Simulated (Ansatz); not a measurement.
Input for Ansatz (a quantum-chemistry and plane-wave program): R-PBE0/def2-TZVPP on H2OSSn (SMILES [OH][Sn][SH]), a point of a torsion scan. Elements past Kr take the def2 small-core potentials; no spin–orbit coupling.

Ansatz 0.2 input:
```yaml
crystal:
  periodic: [false, false, false]
  atoms:
    - {symbol: O, position_ang: [-1.47515930, 0.34714590, -0.27903277]}
    - {symbol: Sn, position_ang: [-0.41409328, -0.97311561, -1.36538593]}
    - {symbol: S, position_ang: [-1.20458569, -3.06923897, -0.33397133]}
    - {symbol: H, position_ang: [-2.11169177, 0.32254220, 0.43152388]}
    - {symbol: H, position_ang: [-2.02634757, -2.51233031, 0.54113804]}
basis:
  gaussian:
    orbitals: def2-TZVPP
hamiltonian:
  xc: {name: PBE0}
scf: {lower_state_search: off}
```

The head of its log:

```
WARN ansatz: RAYON_NUM_THREADS=1 ignored (pool sized by the plan → 1); use --threads N
Functional definition: PBE0
these checks for a lower state are left out or cut short: stability, starts, cluster_reference, orbital_swaps, neighbouring_geometries, increment
integrals: 0.07 GiB planned
1045 factors; their error is unknown
mean field: 0.59 GiB planned
mean field evaluation 1: about -18736.4569 eV, gradient 6.2e1 eV
mean field evaluation 2: about -18672.2632 eV, gradient 1.6e2 eV
```

Question: Give the final energy of this run.

Answer: -688.8163 hartree.
